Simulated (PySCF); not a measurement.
cis-Ti(NH3)2Cl4 (singlet state).
Geometry (PBE0-D3(BJ)/def2-SVP, Å), atoms numbered from 1 in this order:
```
atom  x, y, z in Å
Ti1   -0.7127    0.0153   -0.7202
N2    -0.5632   -0.0230    1.5350
H3    -0.1137    0.8098    1.9140
H4    -0.1314   -0.8717    1.8983
H5    -1.5368   -0.0146    1.8425
Cl6   -0.4533    0.0596   -2.9155
N7     1.5421   -0.0172   -0.5489
H8     1.8608   -0.1114   -1.5141
H9     1.9036   -0.8142   -0.0268
H10    1.9125    0.8591   -0.1822
Cl11  -2.9117    0.0386   -0.4886
Cl12  -0.3611    2.2469   -0.3468
Cl13  -0.4044   -2.2294   -0.4246
```

A calculation gives these core lines: N 1s: 406.99 eV; Cl 1s: 2827.10 (area 2), 2827.33 (area 2) eV; Cl 2p3/2: 204.52 (area 2), 204.75 (area 2) eV; Ti 2p3/2: 463.71 eV.

Level of theory: delta-SCF UKS SCAN, pcX-2 on the ionised atom (unc-x2c-TZVPall on a metal), pcseg-1 elsewhere, spin-free X2C in PySCF. Isolated species at its PBE0-D3(BJ)/def2-SVP geometry, gas phase. Metal 2p energies of this one-determinant scheme are less reliable than its 1s energies.

(1) Assign the Cl 1s lines to atoms.

(2) Which chlorine gives which Cl 2p3/2 line?

Answers

(1) 2827.10 eV: Cl12/Cl13 (chlorine bonded to Ti); 2827.33 eV: Cl6/Cl11 (chlorine bonded to Ti). The 2 Cl 1s values lie within 0.23 eV of each other; Gaussian lines of 0.5 eV full width would blend them into one maximum.

(2) 204.52 eV: Cl12/Cl13 (chlorine bonded to Ti); 204.75 eV: Cl6/Cl11 (chlorine bonded to Ti). The 2 Cl 2p3/2 values lie within 0.23 eV of each other.

Bonded neighbours of each site: Ti1: 4 Cl and 2 N; N2/N7: 3 H and Ti; Cl6/Cl11: Ti; Cl12/Cl13: Ti.

Q: Give the binding energy of Cl 1s of Cl6/Cl11 in hartree and in kJ/mol.

A: 2827.33 eV = 103.9025 Eh = 272796 kJ/mol.

One atom of each set of topologically equivalent atoms was ionised and stands for the set; in this conformer not all members are related by symmetry, and their own values weren't computed. Spin contamination (⟨S²⟩ against 0.75 for a pure doublet) is marked for Ti 2p3/2 of Ti1 (0.86), which makes this value less certain. The 2p values aren't plain energy differences: one relaxed spin-free 2p hole is combined with a matrix within the shell (ground-state 2p orbital-energy differences and spin–orbit coupling). 2p3/2, the mean of its two sublevels, lies a third of the splitting below the shell's mean and 2p1/2 two thirds above it; the statistical areas are 2:1. 2p1/2 minus 2p3/2 (ligand field included): Ti 5.72 eV, Cl 1.65 eV. Satellites of the metal's 2p lines aren't described.
